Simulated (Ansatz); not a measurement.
Program: Ansatz. Geometries: PBE0-D4/def2-TZVP. ΔE: electronic, gas phase. CCSD(T)/CBS adds triple-zeta CCSD(T) − MP2 to the extrapolated MP2 energy (def2 sets, frozen cores). This one scheme is used for every species. DFT in def2-TZVPP. B3LYP here is the variant with VWN-RPA as its local correlation; programs differ in this. For Ge outer-core shells are correlated without core-valence functions, which leaves a few kJ/mol of doubt a bond. Scalar relativity is left out up to krypton. One conformer a species, not always the lowest.

Reaction (ligand exchange at a Ge–O bond): `[OH][GeH2][SH]` + CH₃OH → `C[O][GeH2][SH]` + H₂O

| level | ΔE (kcal/mol) | difference from CCSD(T)/CBS |
| --- | --- | --- |
| r2SCAN-D4 | -0.6 | 0.9 |
| B2PLYP | -0.2 | 1.3 |
| B3LYP | 0.6 | 2.1 |
| SCS-MP2/def2-TZVPP | -1.0 | 0.5 |
| CCSD/def2-TZVPP | -0.8 | 0.7 |
| CCSD(T)/def2-TZVPP | -1.2 | 0.3 |
| HF/def2-QZVPP | 1.0 | 2.5 |
| MP2/def2-QZVPP | -1.8 | -0.3 |
| SCS-MP2/def2-QZVPP | -1.1 | 0.4 |
| MP2/CBS(def2) | -1.9 | -0.4 |
| CCSD(T)/CBS | -1.5 | 0 |

Largest T1 diagnostic among the species: 0.012.

In def2-TZVPP, CCSD(T) changes the Hartree–Fock value by −2.3 kcal/mol (the triples alone add −0.4 kcal/mol) and MP2 by −2.6 kcal/mol. The D4 term adds −1.5 kcal/mol with B3LYP and −0.9 kcal/mol with PBE0; it sums over pairs of atoms, weighted by their polarisabilities, and B3LYP, whose exchange is more repulsive, gets the larger term.
